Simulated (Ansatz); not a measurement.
`F[BH][GaH][F]` + `BN` → `B[NH][GaH][F]` + `BF` at 298.15 K and 1 bar (cleavage of the Ga–B bond).

Computed with Ansatz on PBE0-D4/def2-TZVP structures; ΔE is electronic, products minus reactants. CCSD(T)/CBS is the MP2 limit (def2-TZVPP, def2-QZVPP) plus CCSD(T) − MP2 in def2-TZVPP, frozen cores. This one scheme is used for every species. For Ga outer-core shells are correlated without core-valence functions, which leaves a few kJ/mol of doubt a bond. Scalar relativity is left out up to krypton. Each species was taken in one conformer, which may not be the lowest.

```
        species  CCSD(T)/CBS energy (Eh)  H − E (kJ/mol)  S (J/(mol·K))
`F[BH][GaH][F]`              -2149.58538            79.6          330.0
           `BN`                -81.93499           137.2          228.1
`B[NH][GaH][F]`              -2105.72573           141.7          324.5
           `BF`               -125.82039            69.3          222.5
```

H − E and S are ideal-gas, rigid-rotor, harmonic terms from PBE0-D4/def2-TZVP, for one conformer and one mirror image of each species. 1 Eh = 2625.50 kJ/mol, R = 8.31446 J/(mol·K).

**Question.** By hand: ΔE, ΔH, ΔS and ΔG.

**Answer.** ΔE = (-2105.72573) + (-125.82039) − (-2149.58538) − (-81.93499) = -0.02575 Eh = -67.6 kJ/mol. Δ(H − E) = 141.7 + 69.3 − 79.6 − 137.2 = -5.8, so ΔH = -73.4 kJ/mol. ΔS = 324.5 + 222.5 − 330.0 − 228.1 = -11.1 J/(mol·K). ΔG = -73.4 − 298.15 × (-11.1)/1000 = -70.1 kJ/mol.

**Question.** By hand: the equilibrium constant, and the temperature at which ΔG would vanish if ΔH and ΔS stayed fixed.

**Answer.** log₁₀ K = −ΔG/(RT ln 10) = 12.3. ΔG = 0 at ΔH/ΔS = 6613 K, far beyond where these terms or the molecules hold.

The number of gas molecules stays the same, so ΔS is small and ΔH decides. A doubt of 5 kJ/mol in ΔE shifts log₁₀ K by 0.9 here. Other conformers and mirror images would add mixing entropy, several J/(mol·K) or more a flexible species. Modes under 60 cm⁻¹, often nearly free rotors, make the harmonic entropy too high. These are equilibria of isolated gas molecules and say nothing of rates. Largest T1 diagnostic: 0.015 (customary marks: 0.02 for closed shells, 0.045 for open ones).
